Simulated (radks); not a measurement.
Neutral niobium, configuration [Ar] 3d10 4s2 4p5 4d4 5s1 6s1 (not the ground configuration). All-electron calculation, Dirac Kohn-Sham, exchange-only LDA, spin-unpolarised, spherical densities, finite nucleus; open shells fill j = l - 1/2 first; Fermi nuclear charge, rms radius 4.324 fm. Program: a radial shooting solver on a logarithmic mesh with Libxc functionals.

Spin-orbit splittings of the eigenvalues, e(l+1/2) - e(l-1/2), with zeta = 2 splitting/(2l+1) and mean radii in bohr:

shell  occ.  splitting (eV)  zeta (eV)  <r> j=l-1/2  <r> j=l+1/2
2p        6           95.62      63.74       0.1347       0.1392
3p        6           15.51      10.34       0.4392       0.4498
3d       10           2.889      1.156       0.4312       0.4347
4p        5           2.206      1.471        1.263        1.294
4d        4          0.1982    0.07930        1.901        1.921
